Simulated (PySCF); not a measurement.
Species: Me2SiCl(SeBu), C6H15ClSeSi.
Cartesian coordinates in Å at the PBE0-D3(BJ)/def2-SVP level; atoms count from 1:
```xyz
24
C6H15ClSeSi angstrom
C      4.1039    0.6371   -0.0069
C      2.5978    0.5657   -0.1967
C      2.0398   -0.8381   -0.0072
C      0.5380   -0.9549   -0.2066
Se    -0.4552   -0.0119    1.2196
Si    -2.3730    0.3293    0.0595
C     -3.4907    1.3786    1.1206
C     -3.1601   -1.2729   -0.4905
Cl    -1.9426    1.3892   -1.6932
H      4.4818    1.6596   -0.1568
H      4.6321   -0.0198   -0.7172
H      4.3937    0.3223    1.0088
H      2.0964    1.2521    0.5063
H      2.3270    0.9243   -1.2055
H      2.5231   -1.5222   -0.7286
H      2.3135   -1.2186    0.9933
H      0.2170   -2.0054   -0.1887
H      0.2365   -0.5081   -1.1663
H     -2.9976    2.3263    1.3825
H     -3.7514    0.8490    2.0502
H     -4.4203    1.6098    0.5776
H     -4.0537   -1.0721   -1.1020
H     -3.4520   -1.8710    0.3864
H     -2.4580   -1.8649   -1.0963
```

Theory: PBE0-D3(BJ)/def2-SVP geometry optimisation, gas phase in PySCF 2.14.0.

Masses are those of the commonest isotopes; rigid-rotor values at the optimised geometry. The values belong to one conformer with, in the numbering `[CH3:1][CH2:2][CH2:3][CH2:4][Se:5][Si:6]([CH3:7])([CH3:8])[Cl:9]`, C1–C2–C3–C4 -179°, C2–C3–C4–Se5 -68°, C3–C4–Se5–Si6 156°, C4–Se5–Si6–C7 -175°.

What are A, B and C (MHz)?

Ia = 396.81, Ib = 1127.23, Ic = 1263.07 u·Å²; 505379 MHz·u·Å²/I gives A = 1274, B = 448.3, C = 400.1 MHz.

Classify the top.

An asymmetric top: κ = (2 × 448.3 − 1274 − 400.1)/(1274 − 400.1) = -0.89.

What does the inertial defect say?

Not planar: Δ = Ic − Ia − Ib = -260.97 u·Å². For a rigid frame Δ = −2 Σ m c², so Σ m c² = 130.48 u·Å² lies off the ab plane: 36.15 from hydrogen and 94.34 from heavier atoms. The atom farthest from that plane is 2.52 Å away.

Give the other two planar moments, Paa and Pbb, and the rms extents of the mass along the axes.

Paa = Σ m a² = (Ib + Ic − Ia)/2 = 996.75 and Pbb = Σ m b² = (Ia + Ic − Ib)/2 = 266.32 u·Å². With the mass M = 229.98 u, the rms extents √(P/M) along a, b and c are 2.08, 1.08, 0.75 Å.

Which lines would a microwave search look for?

The dipole components are |μa| = 0.50 D, |μb| = 0.82 D, |μc| = 1.18 D. Intensities carry the squares of the components, which stand as 0.18 : 0.48 : 1.00 (a : b : c). Some lines, for components of 0.1 D or more:

| type | branch | J(Ka,Kc) | MHz | lower level (cm⁻¹) |
| --- | --- | --- | --- | --- |
| c | Q | 3(1,3) ← 3(0,3) | 714 | 0.169 |
| b | R | 2(0,2) ← 1(1,1) | 870 | 0.056 |
| b | Q | 3(1,2) ← 3(0,3) | 1003 | 0.169 |
| a | R | 2(1,2) ← 1(1,1) | 1649 | 0.056 |
| c | Q | 3(2,2) ← 3(1,2) | 2405 | 0.203 |
| b | Q | 3(2,1) ← 3(1,2) | 2415 | 0.203 |
| b | Q | 2(2,0) ← 2(1,1) | 2478 | 0.116 |
| a | R | 3(2,2) ← 2(2,1) | 2545 | 0.198 |
| a | R | 3(2,1) ← 2(2,0) | 2554 | 0.198 |
| a | R | 3(1,2) ← 2(1,1) | 2616 | 0.116 |
| c | R | 2(1,1) ← 1(0,1) | 2619 | 0.028 |
| b | R | 3(1,3) ← 2(0,2) | 3251 | 0.085 |
| c | R | 3(1,2) ← 2(0,2) | 3540 | 0.085 |
| c | R | 2(2,0) ← 1(1,0) | 4223 | 0.057 |
| c | Q | 3(3,1) ← 3(2,1) | 4238 | 0.283 |
| b | R | 2(2,0) ← 1(1,1) | 4271 | 0.056 |
| c | R | 3(2,1) ← 2(1,1) | 5031 | 0.116 |
| b | R | 3(3,1) ← 2(2,0) | 6792 | 0.198 |
| c | R | 3(3,0) ← 2(2,0) | 6792 | 0.198 |
| c | R | 3(3,1) ← 2(2,1) | 6794 | 0.198 |

Estimate the classical rotational partition function at 200 K, 298.15 K and 500 K.

Point group C1, symmetry number σ = 1; q = (√π/σ)·√((kT/h)³/(ABC)), k/h = 20836.6 MHz/K: 998000 at 200 K, 1820000 at 298.15 K, 3940000 at 500 K.

PBE0-D3(BJ)/def2-SVP frequencies: not computed here. Zero-point vibration and centrifugal distortion are left out. A rigid rotor knows nothing of internal rotation, which can split or shift real lines. Quadrupole hyperfine structure (35Cl) is left out.

On one thread, x86-64 server, shared host, this took 7.1 min wall. That covers the optimisation of the geometry.
